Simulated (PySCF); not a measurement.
**Pb⁺ (lead, charge +1) across methods**

[Xe] 4f14 5d10 6s2 7s1, 2S determinant (an excited configuration). All numbers are calculated (PySCF 2.14, scalar relativity through the core potential, in aug-cc-pwCVDZ-PP with ECP60MDF (6s5p4d1f, 48 functions)).

```tsv
method	E (hartree)	mean ε 6s α (eV)	mean ε 6s β (eV)	mean ε 7s α (eV)	Σ⟨r²⟩ (bohr²)	⟨S²⟩
UHF	-191.37426	-25.223	-24.962	-7.269	77.22	0.750
LDA	-192.0818	-22.641	-22.553	-6.264	74.13	0.750
PW91	-192.4643	-22.318	-22.217	-6.274	74.89	0.750
r2SCAN	-192.4393	-22.307	-22.379	-6.257	74.83	0.750
M06-2X	-192.2480	-24.050	-24.116	-7.223	73.73	0.751
PBE	-192.3901	-22.241	-22.134	-6.263	74.98	0.750
LC-wPBE	-192.3739	-25.855	-25.749	-7.721	75.81	0.750
TPSSh	-192.2990	-22.531	-22.467	-6.374	75.91	0.750
PBE0	-192.3569	-23.245	-23.112	-6.616	75.46	0.750
```

Energies and moments cover only the electrons outside the core potential. Spin-orbit coupling, which splits the p, d and f shells strongly at this Z, is absent. The outer electron is Rydberg-like, and this basis confines it to a smaller radius and binds it less than a complete one would.
